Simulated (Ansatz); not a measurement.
System: H2Se, net charge 1, doublet state. SMILES of the parent species: [SeH2]

Atoms: Se1, H2, H3. Bonds: Se1-H2, Se1-H3.

Bond lengths (Å) and angles (degrees) optimised at HF/3-21G with Ansatz (a program for electronic structure); HF/6-31G* with LANL2DZ past Ar with Ansatz; PBE/6-31G* with LANL2DZ past Ar with Ansatz; B3LYP/LANL2DZ with Ansatz; B3LYP/6-31G* with LANL2DZ past Ar with Ansatz; MP2/6-31G* with LANL2DZ past Ar with Ansatz, each started from the B3LYP-D3(BJ)/def2-TZVP structure (Ansatz) of the last column. A row stands for all coordinates that are equal there. 6-31G* holds six Cartesian d functions. No wavenumbers were computed at PBE/6-31G* with LANL2DZ past Ar, B3LYP/LANL2DZ, MP2/6-31G* with LANL2DZ past Ar, so these may be saddle points.

| coordinate | HF/3-21G | HF/6-31G* with LANL2DZ past Ar | PBE/6-31G* with LANL2DZ past Ar | B3LYP/LANL2DZ | B3LYP/6-31G* with LANL2DZ past Ar | MP2/6-31G* with LANL2DZ past Ar | B3LYP-D3(BJ)/def2-TZVP |
|---|---|---|---|---|---|---|---|
| Se1-H2 | 1.478 | 1.477 | 1.521 | 1.507 | 1.506 | 1.493 | 1.489 |
| H2-Se1-H3 | 95.1 | 95.7 | 92.6 | 93.1 | 93.2 | 94.5 | 91.6 |

Mean signed difference of all 2 bond lengths from B3LYP-D3(BJ)/def2-TZVP: HF/3-21G -0.011 Å, HF/6-31G* with LANL2DZ past Ar -0.012 Å, PBE/6-31G* with LANL2DZ past Ar 0.033 Å, B3LYP/LANL2DZ 0.019 Å, B3LYP/6-31G* with LANL2DZ past Ar 0.018 Å, MP2/6-31G* with LANL2DZ past Ar 0.004 Å.
